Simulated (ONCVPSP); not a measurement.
## What the settings do to the ONCV potential of V (Z = 23)

Base potential:

ONCVPSP 4.0.1 input, shortened (lines: element, Z, core and valence counts, functional; n l f; lmax; l rc ep ncon nbas qcut; lloc lpopt rc5 dvloc0; l nproj debl; icmod fcfact rcfact), PBEsol, fully relativistic:

```
  V 23.00    4    3  -116133      upf
    1    0    2.00
    2    0    2.00
    2    1    6.00
    3    0    2.00
    3    1    6.00
    3    2    3.00
    4    0    2.00
    3
    0    2.70    0.00    4    9    2.70
    1    1.35    0.00    5    9   11.00
    2    1.95    0.00    4    9    8.90
    3    2.20    0.07    4    8    5.10
    4    5    1.15    3.00
    0    3    3.90
    1    2    1.20
    2    1    0.80
    3    1    2.90
    3    4.75    1.20
```

Open shells are filled in proportion to 2j + 1.

In the p channel the program set the typed energies aside and used -1.605, 0.250 Ha (j = l + 1/2; the other j can differ).

Cutoffs, loose and tight: the cutoffs (Ha) at which the residual kinetic energy of the hardest occupied pseudo-wave falls to 1 and 0.1 mHa per electron. They do not see the model core or the augmentation charge, which bear on the density cutoff. Test errors are all-electron minus pseudo excitation energies from the reference, over the configurations 3p6 3d3 4s1; 3p6 3d3 4s0; 3p6 3d2 4s0; 3p6 3d3 4s0 4p2. A dash means not determined; rows that change the core or the reference have their own tests.

```tsv
change	outcome	cutoff, loose	cutoff, tight	bound ghosts	GHOST(+) flags above zero	largest test error (meV)
base	generated, projector energies reset by the program	28 Ha	44 Ha	none	s	+158
s: qcut 3.5; p: qcut 14.4; d: qcut 11.7; f: qcut 6.7	failed: ERROR pspot: first pseudo wave function has node, program will stop	–	–	–	–	–
d: qcut 12.9	failed: ERROR pspot: first pseudo wave function has node, program will stop	–	–	–	–	–
functional PBE	generated, projector energies reset by the program	28 Ha	44 Ha	none	s	+182
local potential polynomial inside 1.20 bohr (lpopt 5, dvloc0 0 Ha)	generated, projector energies reset by the program	28 Ha	44 Ha	none	s	+158
core correction Teter function, fcfact 7.8, rcfact 1.2	generated, projector energies reset by the program	28 Ha	44 Ha	none	s	+158
s: ncon 5, nbas 10	generated, projector energies reset by the program	28 Ha	44 Ha	none	s	+175
p: qcut 16.5	failed: ERROR pspot: first pseudo wave function has node, program will stop	–	–	–	–	–
```

Task: What comes out with this change to the base: s: rc 3.92?

Result: outcome: generated, projector energies reset by the program; cutoff, loose: 28 Ha; cutoff, tight: 44 Ha; bound ghosts: none; GHOST(+) flags above zero: s; largest test error (meV): -200.

Task: What comes out with this change to the base: all radii but the core radius scaled by about 0.80 (s 2.14, p 1.08, d 1.56, f 1.76 bohr); local potential polynomial inside 0.92 bohr (lpopt 5, dvloc0 3 Ha)?

Result: outcome: generated, projector energies reset by the program; cutoff, loose: 43 Ha; cutoff, tight: 55 Ha; bound ghosts: none; GHOST(+) flags above zero: s; largest test error (meV): +149.
